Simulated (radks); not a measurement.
Problem. These are the eigenvalues of the occupied orbitals of an atom or ion with whole-number occupations (eV). Method: Dirac Kohn-Sham, revPBE, spin-unpolarised, spherical densities, point nucleus; computed with a radial shooting solver on a logarithmic mesh with Libxc functionals.

orbital  eigenvalue
1s1/2     -29011.99
2s1/2     -4392.216
2p1/2     -4103.230
2p3/2     -3872.624
3s1/2     -860.4103
3p1/2     -743.1265
3p3/2     -700.9969
3d3/2     -493.9982
3d5/2     -485.3004
4s1/2     -148.7208
4p1/2     -109.5519
4p3/2     -101.8767
4d3/2      -40.2017
4d5/2      -39.1037
5s1/2      -19.8665
5p1/2      -12.0777

Which element is it, and in what charge state? The configuration may be excited. Open shells, if any, fill j = l - 1/2 first.

Solution. Z = 50, tin, charge +1: Sn+ in [Kr] 4d9 5s2 5p2. The list shows which subshells hold electrons but not how many an open one holds; the 1s level, -1066.2 hartree, gives Z - s = 46.2 by -(Z - s)^2/2, which with screening and relativity narrows Z to a few neighbours, and the depths of the outer levels then fix element, charge and occupations together.
